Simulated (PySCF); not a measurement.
SMILES C[Si](C)(C)CC[Si](Cl)(Cl)Cl (C₅H₁₃Cl₃Si₂), GFN2-xTB optimised geometry.

```
23

C      2.36     0.44    -1.55
Si     1.73    -0.48     0.00
C      2.35     0.40     1.57
C      2.32    -2.29    -0.02
C     -0.19    -0.48     0.00
C     -0.79     0.93     0.00
Si    -2.70     0.94     0.02
Cl    -3.41    -0.04    -1.60
Cl    -3.40     2.84    -0.01
Cl    -3.38     0.02     1.68
H      1.92     0.03    -2.46
H      3.43     0.35    -1.64
H      2.11     1.49    -1.52
H      1.92    -0.03     2.47
H      2.11     1.46     1.56
H      3.43     0.32     1.66
H      1.98    -2.81    -0.91
H      1.95    -2.84     0.84
H      3.40    -2.35     0.00
H     -0.56    -1.02     0.87
H     -0.56    -1.02    -0.87
H     -0.42     1.47     0.87
H     -0.43     1.47    -0.88
```

Density from CAM-B3LYP/def2-SVP (PySCF) at that geometry.

Minimum of the electron density along straight lines between bonded atoms, close to the bond critical point (lines longer than 1.1 times the sum of covalent radii, or with two minima, are not listed):

```
bond      length / Å  ρ at the minimum / e bohr⁻³  ∇²ρ there / e bohr⁻⁵  position (fraction from the first atom)
--------  ----------  ---------------------------  --------------------  ---------------------------------------
C1–Si2         1.908                        0.110                  0.31                                     0.62
Si2–C3         1.908                        0.110                  0.31                                     0.38
Si2–C4         1.906                        0.111                  0.31                                     0.38
Si2–C5         1.918                        0.110                  0.30                                     0.38
C5–C6          1.533                        0.235                 -0.51                                     0.49
C6–Si7         1.905                        0.119                  0.26                                     0.62
Si7–Cl8        2.024                        0.099                  0.31                                     0.37
Si7–Cl9        2.029                        0.098                  0.30                                     0.37
Si7–Cl10       2.024                        0.099                  0.31                                     0.37
C1–H11         1.086                        0.272                 -0.98                                     0.63
C1–H12         1.086                        0.272                 -0.98                                     0.63
C1–H13         1.086                        0.272                 -0.97                                     0.62
C3–H14         1.086                        0.272                 -0.98                                     0.63
C3–H15         1.086                        0.272                 -0.97                                     0.62
C3–H16         1.086                        0.272                 -0.98                                     0.63
C4–H17         1.086                        0.272                 -0.98                                     0.63
C4–H18         1.086                        0.272                 -0.98                                     0.63
C4–H19         1.085                        0.272                 -0.98                                     0.63
C5–H20         1.090                        0.273                 -0.98                                     0.62
C5–H21         1.090                        0.273                 -0.98                                     0.62
C6–H22         1.091                        0.273                 -0.99                                     0.63
C6–H23         1.091                        0.273                 -0.99                                     0.63
```
